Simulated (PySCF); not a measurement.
Cu (copper, neutral): UHF calculation

Configuration: [Ar] 3d10 4d1, 2D determinant (an excited configuration). All numbers are calculated (PySCF 2.14, no relativity, point nucleus, in dyall-av2z (16s12p7d2f, 101 functions)).

| Item | Value |
| --- | --- |
| Total energy | -1638.647276 hartree |
| One-electron energy | -2287.2937 hartree |
| Hartree (Coulomb) energy | 714.4393 hartree |
| Exchange energy | -65.7929 hartree |
| Kinetic energy | 1639.00103 hartree |
| ⟨S²⟩ | 0.7501 |
| ⟨L²⟩ | 6.004 |
| Sum of ⟨r⟩ | 22.16 bohr |
| Sum of ⟨r²⟩ | 40.70 bohr² |
| Traceless quadrupole moment −½Σ⟨3z² − r²⟩ along its main axis | 6.20 e·bohr² |
| Density at the nucleus (Gaussians lack the cusp) | 16400 bohr⁻³ |
| Spin density at the nucleus | 0.00884 bohr⁻³ |
| Langevin diamagnetic susceptibility | -32.2 ×10⁻⁶ cm³/mol |

```json
{"shell": "1s α", "electrons": "1", "mean orbital energy (hartree)": "-328.87323", "spread (hartree)": "0", "rms radius, mean of both spins (bohr)": "0.0612"}
{"shell": "1s β", "electrons": "1", "mean orbital energy (hartree)": "-328.87318", "spread (hartree)": "0", "rms radius, mean of both spins (bohr)": "0.0612"}
{"shell": "2s α", "electrons": "1", "mean orbital energy (hartree)": "-40.89358", "spread (hartree)": "0", "rms radius, mean of both spins (bohr)": "0.258"}
{"shell": "2s β", "electrons": "1", "mean orbital energy (hartree)": "-40.89204", "spread (hartree)": "0", "rms radius, mean of both spins (bohr)": "0.258"}
{"shell": "2p α", "electrons": "3", "mean orbital energy (hartree)": "-35.69421", "spread (hartree)": "0.00072", "rms radius, mean of both spins (bohr)": "0.230"}
{"shell": "2p β", "electrons": "3", "mean orbital energy (hartree)": "-35.69271", "spread (hartree)": "0.00249", "rms radius, mean of both spins (bohr)": "0.230"}
{"shell": "3s α", "electrons": "1", "mean orbital energy (hartree)": "-5.09111", "spread (hartree)": "0", "rms radius, mean of both spins (bohr)": "0.778"}
{"shell": "3s β", "electrons": "1", "mean orbital energy (hartree)": "-5.08819", "spread (hartree)": "0", "rms radius, mean of both spins (bohr)": "0.778"}
{"shell": "3p α", "electrons": "3", "mean orbital energy (hartree)": "-3.40845", "spread (hartree)": "0.00020", "rms radius, mean of both spins (bohr)": "0.823"}
{"shell": "3p β", "electrons": "3", "mean orbital energy (hartree)": "-3.40514", "spread (hartree)": "0.00367", "rms radius, mean of both spins (bohr)": "0.823"}
{"shell": "3d α", "electrons": "5", "mean orbital energy (hartree)": "-0.57624", "spread (hartree)": "0.01635", "rms radius, mean of both spins (bohr)": "1.14"}
{"shell": "3d β", "electrons": "5", "mean orbital energy (hartree)": "-0.57188", "spread (hartree)": "0.00434", "rms radius, mean of both spins (bohr)": "1.14"}
{"shell": "4d α", "electrons": "1", "mean orbital energy (hartree)": "0.05256", "spread (hartree)": "0", "rms radius, mean of both spins (bohr)": "4.69"}
```

The outer electron is Rydberg-like, and this basis confines it to a smaller radius and binds it less than a complete one would. At UHF the highest occupied level has a positive energy, so only the finite basis holds that electron; for this excited configuration the basis is too tight for the outer shell.

Spin-orbit constants ζ (cm⁻¹) from the X2C one-electron operator on these orbitals (non-relativistic here): bare nucleus, nucleus screened by l(l+1)(2l+1)/3 electrons, and screened by the Breit-Pauli mean field of the electrons.

| shell | bare | screened nucleus | mean field |
| --- | --- | --- | --- |
| 2p | 109500 | 101900 | 98400 |
| 3p | 13250 | 12340 | 11810 |
| 3d | 1283 | 840.4 | 761.4 |
| 4d | 35.82 | 23.47 | 20.34 |

To first order the Landé constant is A = 20.34 cm⁻¹, so the lowest level has J = 3/2 and lies 0.00378 eV below the centre of the term.
